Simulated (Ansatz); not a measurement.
Reactions of ClFH₄SSi₂ (`F[SiH2]S[SiH2]Cl`).

Program: Ansatz. Geometries: PBE0-D4/def2-TZVP. ΔE: electronic, gas phase. CCSD(T)/CBS is the MP2 limit (def2-TZVPP, def2-QZVPP) plus CCSD(T) − MP2 in def2-TZVPP, frozen cores. This one scheme is used for every species. DFT in def2-TZVPP. For Ga, Se outer-core shells are correlated without core-valence functions, which leaves a few kJ/mol of doubt a bond. Scalar relativity is left out up to krypton. Each species was taken in one conformer, which may not be the lowest.

```
                                                                              reaction  B2PLYP (kJ/mol)  HF/CBS(def2) (kJ/mol)  ωB97X-V (kJ/mol)
                       `F[SiH2]S[SiH2]Cl` + `[SiH3]P` → `P[SiH2]Cl` + `F[SiH2]S[SiH3]`                4                      1                 5
                           `F[SiH2]S[SiH2]Cl` + `BCSCF` → `FCS[SiH2]Cl` + `BCS[SiH2]F`               18                     19                20
                       `F[SiH2]S[SiH2]Cl` + `COB(C)O` → `CO[SiH2]S[SiH2]Cl` + `CB(O)F`               21                     21                18
                       `F[SiH2]S[SiH2]Cl` + `N[SiH3]` → `F[SiH2]N[SiH3]` + `S[SiH2]Cl`              -15                    -25               -11
   `F[SiH2]S[SiH2]Cl` + `C#C[Si](Cl)(Cl)Cl` → `C#C[SiH2]F` + `Cl[SiH2]S[Si](Cl)(Cl)Cl`                8                     12                 4
                                     `F[SiH2]S[SiH2]Cl` + H₂ → `[SiH3]S[SiH2]Cl` + H–F              119                    118               117
             `F[SiH2]S[SiH2]Cl` + `C[Se][AlH2]` → `C[Se][SiH2]Cl` + `F[SiH2][S][AlH2]`               -5                     -6                -6
                     `F[SiH2]S[SiH2]Cl` + `COC(O)Cl` → `CO[SiH2]S[SiH2]F` + `OC(Cl)Cl`               27                     35                31
`F[SiH2]S[SiH2]Cl` + `OC1([SiH3])[SiH2]S1` → `O[SiH](F)S[SiH2]Cl` + `[SiH3]C1[SiH2]S1`             -215                   -233              -212
                    `F[SiH2]S[SiH2]Cl` + `[SH][GaH2]` → `F[SiH2][GaH2]` + `SS[SiH2]Cl`              213                    221               210
```

Problem. Give the CCSD(T)/CBS values in the same order. (Best estimate.)

Solution. The calculation gave: 5, 20, 21, -12, 3, 115, -6, 28, -218, 215 kJ/mol.

Largest T1 diagnostic: 0.014, for `OC1([SiH3])[SiH2]S1`.
